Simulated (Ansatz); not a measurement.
```yaml
crystal:
  periodic: [false, false, false]
  atoms:
    - {symbol: F, position_ang: [-0.150421, -2.040264, 1.276939]}
    - {symbol: Ga, position_ang: [0.736087, -1.171020, 0.038419]}
    - {symbol: F, position_ang: [2.309345, -0.537026, 0.483892]}
    - {symbol: F, position_ang: [0.540587, -1.722957, -1.614626]}
    - {symbol: P, position_ang: [-0.581201, 0.944092, -0.044220]}
    - {symbol: H, position_ang: [-1.670515, 1.058755, 0.837469]}
    - {symbol: H, position_ang: [-1.197177, 1.271461, -1.265094]}
    - {symbol: H, position_ang: [0.105494, 2.139760, 0.231321]}
basis:
  gaussian: {orbitals: cc-pVTZ, final_grid: {core_spheres: 1, valence_spheres: 1, degree: 1}}
hamiltonian: {xc: {name: PBE}}
accuracy: high
```

```sh
$ ansatz run in.yaml --threads 4 --pin off --events-out ev --progress --plain --max-ram 10444MiB
```

Shortened log:

```
Functional definition: PBE
3524 factors; integrals over basis functions are off by at most 9.5e-9 eV
mean field evaluation 1: about -69846.5666 eV, gradient 7.5e1 eV
mean field evaluation 2: about -69799.2315 eV, gradient 1.9e2 eV
mean field evaluation 4: about -69854.2295 eV, gradient 7.2e0 eV
mean field evaluation 16: about -70177.5897 eV, gradient 6.2e1 eV
mean field evaluation 32: about -70250.2301 eV, gradient 3.6e0 eV
mean field evaluation 64: about -70236.7742 eV, gradient 6.1e1 eV
mean field evaluation 96: about -70249.5546 eV, gradient 6.5e0 eV
mean field -70250.25914494 eV, -2581.6494062407 hartree, gradient 3.4e-8 eV, S^2 0.000000; 4 other end points of the search recorded, 0 dependent functions left out
reference -70250.25914789 eV, -2581.6494063492 hartree; 38, 38 occupied and 171, 171 virtual orbitals, 3524 factors
Total energy: -70250.25914789 eV, -2581.6494063492 hartree
```

In this input the integration grid is far too coarse. The calculation finished and met its thresholds. The result belongs to that input, not to the molecule as meant.
